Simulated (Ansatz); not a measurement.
BeCl3⁻. The state is a triplet with charge -1. Geometry PBE0-D4/def2-TZVPD; atoms count from 1.

```csv
atom,x (Å),y (Å),z (Å)
Be1,0.3191,0.6587,-0.1773
Cl2,0.4148,-1.2850,-1.1112
Cl3,-1.7109,-0.0593,-0.3551
Cl4,0.9771,0.6856,1.6436
```

The highest occupied level of the charge -1 triplet lies above zero (up to 0.52 eV). The electron is either unbound and held by the finite basis, or the level is raised by self-interaction error. In the triplet, Cl2 and Cl3 lie 2.57 Å apart (atoms count from 1), so these atoms are partly bonded to each other. At PBE0-D4/def2-TZVPD a singlet of charge -1 lies 5.12 eV below the triplet, each at its own geometry. The structure comes from a short search, and lower isomers may exist.

(1) Estimate the Mulliken populations from the PBE0/def2-TZVPD orbitals of Ansatz.

(2) Where does the spin sit?

(3) And the Mayer bond orders between heavy atoms (over 0.3)?

Answers

(1) 
| atom | charge (e) | spin (α − β) |
| --- | --- | --- |
| Be1 | -0.65 | 1.23 |
| Cl2 | -0.08 | 0.43 |
| Cl3 | -0.08 | 0.43 |
| Cl4 | -0.19 | -0.08 |
Mulliken values depend strongly on the basis. With diffuse functions, as here, like atoms can get unlike values, and bond orders can come out too low or too high.

(2) Summed by element: Be 1.23, Cl 0.77, of 2 unpaired in all. Largest on single atoms: Be1 1.23, Cl3 0.43, Cl2 0.43.

(3) Be1–Cl2 0.34 (2.16 Å); Be1–Cl3 0.34 (2.16 Å); Be1–Cl4 0.81 (1.94 Å); Cl2–Cl3 0.47 (2.57 Å).
